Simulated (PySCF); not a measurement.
How methods differ on the interval between two levels of Kr²⁺

Kr²⁺ [Ar] 3d10 4s2 4p4 [3P2, M_J = 2] → Kr²⁺ [Ar] 3d10 4s1 4p4 5s1 [5P3, M_J = 3], as a difference of total energies. Computed with PySCF 2.14 in x2c-SVPall-2c with one added diffuse shell each of s, p, d type (6s7p4d, 47 functions), with the two-component X2C-1e Hamiltonian. Correlated levels: [Ne] frozen. "Screened" scales the spin-orbit matrix elements by Boettger's factors to mimic the two-electron term; Breit and QED terms are absent.

```json
{"method": "GHF (spin-free)", "interval between two levels (cm⁻¹)": "261360"}
{"method": "GMP2 (spin-free)", "interval between two levels (cm⁻¹)": "259480"}
{"method": "GHF (screened spin-orbit)", "interval between two levels (cm⁻¹)": "261610"}
{"method": "GMP2 (screened spin-orbit)", "interval between two levels (cm⁻¹)": "259790"}
```

The labels give the starting determinants; with spin-orbit coupling the two ends relaxed to ⟨J²⟩ = 6.01, ⟨L²⟩ = 2.15, ⟨S²⟩ = 1.93 and ⟨J²⟩ = 12.03, ⟨L²⟩ = 2.05, ⟨S²⟩ = 5.99.

The promoted electron is Rydberg-like, and one or two diffuse shells describe it only roughly, which tends to raise the upper state.
